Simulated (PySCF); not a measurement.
C₃H₁₀OSi.
SMILES: `[SiH3]OC(C)C`

Torsions of this conformer, `[CH3:1][CH:2]([CH3:3])[O:4][SiH3:5]`: C1–C2–O4–Si5 112°.

The closed-shell ground state was solved at several levels (PySCF, density fitting, gas phase, non-relativistic). One conformer (not necessarily the lowest) at the PBE0-D3(BJ)/def2-SVP geometry, without solvent, vibrations or thermal averaging.

```csv
level,basis functions,HOMO (eV),LUMO (eV),gap (eV),dipole (D)
PBE0/pcSseg-1,142,-7.97,0.53,8.50,1.14
KT2/pcSseg-2,327,-6.63,-0.77,5.86,1.06
```

Problem. What might PBE0/def2-SVPD (187 basis functions) give for the same quantities?

Solution. HOMO -8.00 eV, LUMO 0.26 eV, gap 8.26 eV, dipole 1.14 D.

Problem. Over all these levels, which gives the widest orbital gap and which the narrowest?

Solution. PBE0/pcSseg-1 (global hybrid, 25 % exact exchange) has the widest, 8.50 eV, and KT2/pcSseg-2 (GGA) the narrowest, 5.86 eV. Functional and basis both differ between the two, so the spread mixes both effects.

Problem. How far do the dipole and the HOMO energy spread over the levels?

Solution. The dipole runs from 1.06 to 1.14 D (mean 1.11 D) and the HOMO from -8.00 to -6.63 eV.
